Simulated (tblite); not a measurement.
C7H6F2O (charge +1 and doublet state).
Z-matrix (Å and degrees, GFN2-xTB geometry), rows numbered from 1:
```
F 
C   1  1.3343
F   2  1.3195  1  108.61
O   2  1.3959  1  111.56  3   116.62
C   4  1.3152  2  126.99  1    37.74
C   5  1.4230  4  126.24  2     4.64
C   6  1.3714  5  119.18  4  -177.77
C   7  1.4093  6  120.80  5    -0.91
C   8  1.4047  7  120.46  6     0.02
C   9  1.3682  8  119.91  7    -0.15
H   2  1.1101  1  109.37  3  -119.51
H   6  1.0795  5  120.97  4     2.59
H   7  1.0800  6  119.73  5  -179.68
H   8  1.0812  7  119.59  6  -178.99
H   9  1.0800  8  119.91  7   179.56
H  10  1.0801  5  117.66  4    -0.31
```

Computed with GFN2-xTB (tblite): harmonic, unscaled wavenumbers at the GFN2-xTB geometry, gas phase. Against measured fundamentals such values can be off by several per cent, at times by over 20. One conformer, not necessarily the lowest. Open shells enter through the occupations alone, without spin polarisation, and single modes of such species can be off by tens of per cent.

Harmonic wavenumbers (cm⁻¹): 35.8, 66.1, 143.2, 179.7, 277.0, 321.5, 326.2, 336.1, 487.1, 542.0, 569.3, 587.2, 628.9, 724.3, 759.1, 810.8, 892.7, 918.6, 924.7, 941.4, 968.8, 1032.2, 1056.6, 1101.3, 1123.9, 1141.4, 1170.8, 1193.7, 1225.7, 1237.7, 1288.2, 1318.1, 1368.7, 1405.7, 1452.9, 1574.4, 2816.0, 3083.5, 3092.8, 3096.8, 3102.9, 3107.6.

A = 3545, B = 790.8, C = 663.4 MHz; mass 144.039 u (most abundant isotopes); point group C1, symmetry number 1; spin multiplicity 2.

Question: What is the zero-point energy?

Answer: ½Σν̃ = 24216 cm⁻¹ = 69.24 kcal/mol.

Question: Give the ideal-gas entropy at 273.15 K and 1 bar in the rigid-rotor, harmonic-oscillator model (classical rotation).

Answer: Translation 40.40, rotation 29.28, vibration 22.51, spin (R ln 2) 1.38: S = 93.6 cal/(mol K).

Question: And Cp and H(273.15 K) − H(0)?

Answer: Cp = 32.66 cal/(mol K), of which vibrations give 24.71 (their classical limit is 42 R = 83.5); H(273.15 K) − H(0) = 5.41 kcal/mol without the zero-point energy, 3.24 from vibrations.

Question: Which modes carry the vibrational entropy at 273.15 K?

Answer: 35.8 cm⁻¹: 5.31; 66.1 cm⁻¹: 4.09; 143.2 cm⁻¹: 2.59; 179.7 cm⁻¹: 2.17; 277.0 cm⁻¹: 1.40; 321.5 cm⁻¹: 1.16 cal/(mol K); the other 36 give 5.78 together.

Question: How do the functions run with temperature in this model?

Answer: 
```tsv
T (K)	S (cal/(mol K))	Cp (cal/(mol K))	H − H(0) (kcal/mol)	G − H(0) (kcal/mol)	ln q(vib)
100	70.5	16.4	1.21	-5.84	1.66
200	84.6	25.4	3.29	-13.63	3.78
300	96.7	35.4	6.32	-22.70	5.95
500	119.1	52.5	15.22	-44.33	10.44
800	147.3	67.2	33.42	-84.45	17.07
1000	163.0	72.9	47.47	-115.52	21.19
```

q(vib) and H(0) count from the zero-point level.

Question: What must be added to the electronic energy to get the Gibbs energy at 273.15 K and 1 bar?

Answer: ZPE + [H(273.15 K) − H(0)] − T·S = 69.24 + 5.41 − 25.56 = 49.09 kcal/mol.

Hindered rotation and anharmonicity are outside this model. Other conformers, if any are populated, would add a mixing term that is left out. The structure is chiral; the term R ln 2 for an equal mix with its mirror image is left out.
